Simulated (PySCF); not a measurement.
hexachlorodisilane (Cl6Si2), singlet, geometry from GFN2-xTB. Base run: DF-HF/3-21G (PySCF).

Input for PySCF:
```python
from pyscf import gto, scf

mol = gto.M(
    atom='''
Cl    2.10500227   -0.48858342   -1.56076457
Si    1.15002808   -0.11759071    0.17786792
Cl    1.92269327    1.56678871    0.97681015
Cl    1.52221827   -1.64568561    1.44232616
Si   -1.15002808    0.11759071   -0.17786792
Cl   -1.52391777    1.66420617   -1.41909364
Cl   -1.91738160   -1.55604237   -1.00404894
Cl   -2.10861444    0.45931652    1.56477085
''',
    basis='3-21g',
    verbose=4,
)

mf = scf.RHF(mol)
mf = mf.density_fit(auxbasis='def2-universal-jkfit')
mf.kernel()
```

The base run was repeated with changes; each row names its change, and settings that it needs were set with it.

```
change                                                                            ΔE vs base (mEh)  SCF cycles
--------------------------------------------------------------------------------  ----------------  ----------
base                                                                                         0.000           8
level_shift = 1.0 (with mf.max_cycle = 100)                                                  0.000          22
DIIS = EDIIS                                                                                 0.000          26
diis = off; damp = 0.6 (with mf.diis_start_cycle = 200; with mf.max_cycle = 150)             0.000          30
damp = 0.5; diis_start_cycle = 5                                                             0.000          11
diis_space = 12                                                                              0.000           8
init_guess = mod_huckel                                                                      0.000           8
level_shift = 0.5 (with mf.max_cycle = 100)                                                  0.000          15
init_guess = 1e                                                                              0.000          11
init_guess = atom                                                                            0.000           8
conv_tol = 1e-6                                                                              0.000           7
level_shift = 0.1 (with mf.max_cycle = 100)                                                  0.000           9
diis_space = 2                                                                               0.000          11
```
